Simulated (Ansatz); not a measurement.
The cluster Cu₂Pd⁺. The state is a doublet with charge 1. Geometry PBE0-D4/def2-TZVP, that of the neutral singlet; atoms count from 1.

```xyz
3

Pd    0.7300    0.8904   -0.8265
Cu   -0.4015    0.3838    1.2741
Cu   -0.3285   -1.2742   -0.4477
```

In the def2 sets Pd takes a core potential; there is no spin–orbit coupling. The structure comes from a short search, and lower isomers may exist.

Estimate the Mulliken populations from the PBE0/def2-TZVP orbitals of Ansatz.


```
atom  charge (e)  spin (α − β)  d electrons
 Pd1        0.31          0.91         9.09
 Cu2        0.35          0.05         9.92
 Cu3        0.35          0.05         9.92
```
Mulliken values and Mayer orders depend strongly on the basis.

Where does the spin sit?

Summed by element: Pd 0.91, Cu 0.09, of 1 unpaired in all. Largest on single atoms: Pd1 0.91, Cu2 0.05, Cu3 0.05.

And the Mayer bond orders between bonded heavy atoms (over 0.3)?

Pd1–Cu2 0.65 (2.44 Å); Pd1–Cu3 0.65 (2.44 Å); Cu2–Cu3 0.47 (2.39 Å).
